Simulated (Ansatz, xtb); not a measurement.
## Isomers of C6H6N2O in order of energy

3 gas-phase structures of C6H6N2O, from a drawn sample of its isomers (lower ones may exist). Each was relaxed with GFN2-xTB; where two conformers were screened, the lower at r2SCAN-D4/def2-SVP is listed:

A. `C/C=C1/C=C(C=O)N=N1`, a singlet
B. `C=Cc1cc(C=O)[nH]n1`, a singlet
C. `C/C=C1\C=C(C=O)N=N1`, a singlet

Q: Estimate their order in r2SCAN-D4/def2-SVP energy at these geometries, lowest first.

A: Calculated order at r2SCAN-D4/def2-SVP: B (0.000), A (1.171), C (1.203) eV. Less than 1 kcal/mol parts A and C, so the order within that pair means little.

Energies above the lowest of each column, in eV; the last columns are at B3LYP-D3(BJ)/def2-SVP geometries and were run for some of them only (a dash: not run or not comparable):

```csv
structure,GFN2-xTB,HF/STO-3G,r2SCAN-D4/def2-SVP,B3LYP-D3(BJ)/def2-SVP,CCSD(T)/def2-SVP + ΔMP2/def2-TZVPP
B,0.000,0.000,0.000,0.000,0.000
A,1.062,0.523,1.171,1.117,0.963
C,1.089,0.542,1.203,–,–
```

Every level run on B puts it lowest or level with the lowest. Some further structures that were screened fall inside this span and aren't listed. Flexible structures stand in one conformer each, not always the lowest. Frequencies (GFN2-xTB) were run for A, B alone. ΔMP2 is the change of the MP2 energy from the smaller to the larger basis.

Programs: Ansatz 0.2.0, xtb 6.7.1.
